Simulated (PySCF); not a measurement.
**Atomic charges against the basis set**

Species: C3H8BCl.
Geometry (PBE0-D3(BJ)/def2-SVP, Å), atoms numbered from 1 in this order:
```xyz
13
C3H8BCl angstrom
B      1.680    0.400   -0.669
C      0.685   -0.707   -0.213
C     -0.436   -0.292    0.718
C     -1.477    0.584    0.053
Cl    -1.253   -1.762    1.398
H      2.496    0.149   -1.526
H      1.703    1.496   -0.153
H      0.293   -1.275   -1.076
H      1.350   -1.439    0.294
H     -0.020    0.221    1.597
H     -2.280    0.847    0.755
H     -1.008    1.516   -0.302
H     -1.924    0.067   -0.809
```

PBE0 throughout (PySCF), one geometry, spherical d and f functions. Geometry: PBE0-D3(BJ)/def2-SVP, one conformer, isolated molecule. Atoms taken as equivalent share a column and are averaged. The first 7 of 10 kinds of atom are listed.

Mulliken charges (e):

| basis | functions | B1 | C2 | C3 | C4 | Cl5 | H6/H7 | H8 |
| --- | --- | --- | --- | --- | --- | --- | --- | --- |
| STO-3G | 37 | +0.182 | -0.250 | -0.019 | -0.230 | -0.184 | -0.042 | +0.098 |
| 6-31G | 65 | +0.222 | -0.484 | -0.407 | -0.465 | -0.008 | -0.029 | +0.204 |
| pcSseg-0 | 65 | +0.251 | -0.746 | -0.597 | -0.552 | -0.020 | +0.030 | +0.270 |
| 6-31G* | 90 | +0.109 | -0.452 | -0.268 | -0.517 | -0.084 | -0.003 | +0.205 |
| cc-pVDZ | 114 | +0.020 | +0.003 | -0.228 | -0.020 | -0.133 | -0.015 | +0.058 |
| def2-SVP | 114 | +0.049 | -0.067 | -0.163 | -0.021 | -0.169 | -0.016 | +0.070 |
| 6-311+G(2d,p) | 191 | +0.057 | -0.512 | +0.217 | -0.698 | -0.112 | +0.010 | +0.180 |
| aug-cc-pVDZ | 191 | -1.272 | +0.720 | -0.242 | +0.656 | -0.156 | +0.648 | -0.252 |
| def2-TZVP | 209 | -0.074 | -0.259 | +0.039 | -0.372 | -0.187 | +0.024 | +0.139 |
| IGLO-III | 264 | +0.201 | -0.412 | -0.100 | -0.372 | -0.035 | -0.047 | +0.146 |
| cc-pVTZ | 266 | -0.054 | -0.176 | -0.022 | -0.277 | -0.193 | +0.023 | +0.110 |

IAO charges (e):

```tsv
basis	functions	B1	C2	C3	C4	Cl5	H6/H7	H8
STO-3G	37	+0.101	-0.402	-0.111	-0.393	-0.106	+0.005	+0.155
6-31G	65	+0.062	-0.417	-0.072	-0.431	-0.156	+0.014	+0.169
pcSseg-0	65	+0.058	-0.413	-0.094	-0.420	-0.139	+0.014	+0.169
6-31G*	90	+0.081	-0.411	-0.059	-0.413	-0.152	+0.007	+0.162
cc-pVDZ	114	+0.065	-0.409	-0.053	-0.412	-0.152	+0.011	+0.162
def2-SVP	114	+0.072	-0.403	-0.053	-0.402	-0.144	+0.007	+0.159
6-311+G(2d,p)	191	+0.068	-0.417	-0.058	-0.425	-0.153	+0.011	+0.166
aug-cc-pVDZ	191	+0.066	-0.415	-0.053	-0.423	-0.158	+0.012	+0.165
def2-TZVP	209	+0.068	-0.418	-0.058	-0.424	-0.150	+0.011	+0.166
IGLO-III	264	+0.067	-0.418	-0.060	-0.426	-0.147	+0.011	+0.166
cc-pVTZ	266	+0.067	-0.418	-0.057	-0.426	-0.152	+0.011	+0.166
```

Hirshfeld charges (e):

```json
{"basis": "STO-3G", "functions": "37", "B1": "+0.181", "C2": "-0.070", "C3": "+0.110", "C4": "-0.036", "Cl5": "-0.214", "H6/H7": "-0.068", "H8": "+0.029"}
{"basis": "6-31G", "functions": "65", "B1": "+0.159", "C2": "-0.123", "C3": "+0.036", "C4": "-0.103", "Cl5": "-0.129", "H6/H7": "-0.056", "H8": "+0.049"}
{"basis": "pcSseg-0", "functions": "65", "B1": "+0.165", "C2": "-0.130", "C3": "+0.039", "C4": "-0.108", "Cl5": "-0.103", "H6/H7": "-0.058", "H8": "+0.044"}
{"basis": "6-31G*", "functions": "90", "B1": "+0.160", "C2": "-0.123", "C3": "+0.036", "C4": "-0.102", "Cl5": "-0.132", "H6/H7": "-0.057", "H8": "+0.049"}
{"basis": "cc-pVDZ", "functions": "114", "B1": "+0.163", "C2": "-0.138", "C3": "+0.026", "C4": "-0.114", "Cl5": "-0.101", "H6/H7": "-0.058", "H8": "+0.049"}
{"basis": "def2-SVP", "functions": "114", "B1": "+0.164", "C2": "-0.144", "C3": "+0.026", "C4": "-0.119", "Cl5": "-0.087", "H6/H7": "-0.058", "H8": "+0.049"}
{"basis": "6-311+G(2d,p)", "functions": "191", "B1": "+0.169", "C2": "-0.150", "C3": "+0.003", "C4": "-0.122", "Cl5": "-0.083", "H6/H7": "-0.055", "H8": "+0.051"}
{"basis": "aug-cc-pVDZ", "functions": "191", "B1": "+0.165", "C2": "-0.154", "C3": "+0.004", "C4": "-0.130", "Cl5": "-0.078", "H6/H7": "-0.053", "H8": "+0.052"}
{"basis": "def2-TZVP", "functions": "209", "B1": "+0.165", "C2": "-0.149", "C3": "+0.009", "C4": "-0.124", "Cl5": "-0.086", "H6/H7": "-0.055", "H8": "+0.052"}
{"basis": "IGLO-III", "functions": "264", "B1": "+0.164", "C2": "-0.155", "C3": "+0.004", "C4": "-0.132", "Cl5": "-0.065", "H6/H7": "-0.054", "H8": "+0.051"}
{"basis": "cc-pVTZ", "functions": "266", "B1": "+0.164", "C2": "-0.147", "C3": "+0.012", "C4": "-0.124", "Cl5": "-0.090", "H6/H7": "-0.055", "H8": "+0.052"}
```

ESP-fitted charges (e):

```tsv
basis	functions	B1	C2	C3	C4	Cl5	H6/H7	H8
STO-3G	37	+0.369	-0.292	+0.348	-0.513	-0.279	-0.136	+0.088
6-31G	65	+0.425	-0.323	+0.208	-0.492	-0.260	-0.156	+0.111
pcSseg-0	65	+0.487	-0.480	+0.339	-0.608	-0.269	-0.166	+0.142
6-31G*	90	+0.408	-0.252	+0.122	-0.474	-0.221	-0.153	+0.095
cc-pVDZ	114	+0.360	-0.188	+0.086	-0.413	-0.204	-0.141	+0.078
def2-SVP	114	+0.366	-0.194	+0.104	-0.407	-0.196	-0.143	+0.075
6-311+G(2d,p)	191	+0.409	-0.268	+0.127	-0.503	-0.214	-0.152	+0.100
aug-cc-pVDZ	191	+0.411	-0.272	+0.136	-0.489	-0.219	-0.153	+0.100
def2-TZVP	209	+0.403	-0.256	+0.148	-0.493	-0.213	-0.152	+0.095
IGLO-III	264	+0.410	-0.225	+0.036	-0.454	-0.179	-0.154	+0.090
cc-pVTZ	266	+0.398	-0.259	+0.148	-0.482	-0.216	-0.150	+0.095
```

Q: Which scheme is steadiest as the basis changes?

A: Largest range over the bases for any column: IAO 0.06 e, Hirshfeld 0.15 e, ESP-fitted 0.31 e, Mulliken 1.52 e. IAO charges move least and Mulliken charges most, counted in e. Without the minimal STO-3G basis the ranges are IAO 0.04, Hirshfeld 0.07, ESP-fitted 0.30, Mulliken 1.52 e.

Q: How much do the charges still move between the two largest bases, IGLO-III and cc-pVTZ?

A: At most, over all atoms: Mulliken 0.255 e, IAO 0.005 e, Hirshfeld 0.026 e, ESP-fitted 0.112 e.

Q: What do the same runs give for the total energy, the frontier levels and the dipole moment?

A: 
```
        basis  energy (Eh)  HOMO (eV)  LUMO (eV)  μ (D)
       STO-3G    -597.1376      -6.28       1.25   2.02
        6-31G    -603.7594      -8.15      -1.35   1.98
     pcSseg-0    -602.9837      -8.19      -1.66   1.99
       6-31G*    -603.8064      -8.12      -1.29   1.75
      cc-pVDZ    -603.8391      -8.12      -1.51   1.60
     def2-SVP    -603.5790      -8.05      -1.51   1.46
6-311+G(2d,p)    -603.8808      -8.27      -1.65   1.71
  aug-cc-pVDZ    -603.8500      -8.26      -1.65   1.72
    def2-TZVP    -603.8912      -8.22      -1.61   1.60
     IGLO-III    -603.8932      -8.19      -1.62   1.48
      cc-pVTZ    -603.8967      -8.23      -1.60   1.63
```

The dipole is fixed by the density alone, so its range of 0.56 D shows that the density itself changes with the basis, not only its division among atoms.
